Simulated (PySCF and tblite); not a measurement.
Results of a calculation; reference values are marked as such.
C₆H₁₃ClOSi, numbered as in [SiH3:1][C@@H:2]1[CH2:3][O:4][CH2:5][CH2:6][C@H:7]([Cl:8])[CH2:9]1.

Free energies: PBE0-D3(BJ)/pcSseg-1 (IEF-PCM, acetone) on GFN2-xTB structures plus GFN2-xTB thermal terms, symmetry and mirror images included. Conformers within 2.5 kcal/mol (GFN2-xTB free energy) were kept, 5 at most. GIAO shieldings: PBE0/pcSseg-1 (IEF-PCM, acetone). Shifts are against TMS (¹H), TMS (¹³C), TMS (²⁹Si) at the same level. Codes: tblite and PySCF.

The 7-ring runs over atoms 2–3–4–5–6–7–9.

```
conformer                                                            shape  symmetry  E(GFN2) kcal/mol  E(DFT) kcal/mol
        1  7-ring puckered (ring torsions -49, 96, -71, 54, -75, 86, -34°)        C1              0.38             0.00
        2  7-ring puckered (ring torsions 97, -51, -31, 86, -75, 53, -71°)        C1              0.00             0.85
        3  7-ring puckered (ring torsions 62, -79, 87, -36, -39, 84, -74°)        C1              0.77             1.47
        4   7-ring puckered (ring torsions -95, 77, -53, 70, -88, 40, 40°)        C1              1.27             2.20
        5   7-ring puckered (ring torsions -68, 84, -82, 28, 42, -80, 72°)        C1              0.68             1.74
```

Question: How much do the weights at 298.15 K and the averaged shift of C9 depend on how the conformers are weighted?

Answer: 
```csv
weighting,1 (%),2 (%),3 (%),4 (%),5 (%),δ (ppm),rms dipole (D)
"DFT energy with thermal terms, symmetry and mirror images (full scheme)",75,19,4,1,1,43.4,2.92
DFT energy with symmetry and mirror images,71,17,6,2,4,43.4,2.95
bare DFT energy,71,17,6,2,4,43.4,2.95
GFN2-xTB energy with symmetry and mirror images,24,45,12,5,14,46.4,2.72
GFN2-xTB free energy,27,56,10,5,2,46.6,2.52
leading conformer alone,100,0,0,0,0,41.7,3.12
equal weights,20,20,20,20,20,45.6,2.81
"full scheme, search stopped after three starts",0,100,0,0,0,49.2,2.22
```

The largest departure from the full scheme, 5.9 ppm, comes with: full scheme, search stopped after three starts.

For its torsions the set is small; conformers may be missing.
